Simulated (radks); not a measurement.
Results of a calculation; reference values are marked as such.
Ga+, 30 electrons, occupied as [Ar] 3d10 4s2. Code: a radial shooting solver on a logarithmic mesh with Libxc functionals. Model: scalar-relativistic Kohn-Sham, exchange-only PBE, spin-unpolarised, spherical densities, finite nucleus; Fermi nuclear charge, rms radius 3.9973 fm.

Unscreened Slater integrals over Kohn-Sham orbitals (cm^-1).

| integral | value |
|---|---|
| F0(4s,4s) | 88389 |
| F0(4s,3d) | 112980 |
| G2(4s,3d) | 11734 |
| F0(4s,3p) | 114820 |
| G1(4s,3p) | 6358.9 |
| F0(4s,3s) | 115160 |
| G0(4s,3s) | 4601.7 |
| F0(3d,3d) | 253190 |
| F2(3d,3d) | 116100 |
| F4(3d,3d) | 72037 |
| F0(3d,3p) | 270450 |
| F2(3d,3p) | 126910 |
| G1(3d,3p) | 156260 |
| G3(3d,3p) | 94883 |
| F0(3d,3s) | 275210 |
| G2(3d,3s) | 118400 |
| F0(3p,3p) | 292180 |
| F2(3p,3p) | 145720 |
| F0(3p,3s) | 297510 |
| G1(3p,3s) | 196590 |
| F0(3s,3s) | 303330 |
